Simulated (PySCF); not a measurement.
Coordinates in bohr (charge 0 multiplicity 3):
```
Co    0.2986    0.0000   -0.2999
O    -0.6420    2.6682    0.5311
O    -0.6420   -2.6682    0.5311
H     2.9273    0.0000    0.5302
```

All numbers come from UPBE0/[Co def2-TZVP, O def2-TZVP, H def2-TZVP], no relativity, density fitting, PySCF.

This geometry of HCoO2 is a stationary point at this level.

**Question.** What is the point group?

**Answer.** Cs.

**Question.** Is it a minimum?

**Answer.** Yes: all harmonic wavenumbers are real.

**Question.** List the harmonic modes with their infrared intensities.

**Answer.** 
```csv
symmetry,ω (cm⁻¹),IR (km/mol),type
a',253,14.1,bend
a',366,10.7,bend
a'',588,6.4,bend
a',986,15.8,stretch
a'',1033,103,stretch
a',2079,1.7,stretch
```

**Question.** What are the dipole moment and the gap between the highest occupied and lowest empty levels of either spin?

**Answer.** 2.41 D and 4.34 eV.

Other isomers or separated fragments may lie lower. With open d or f shells other occupations or spin states may lie lower.
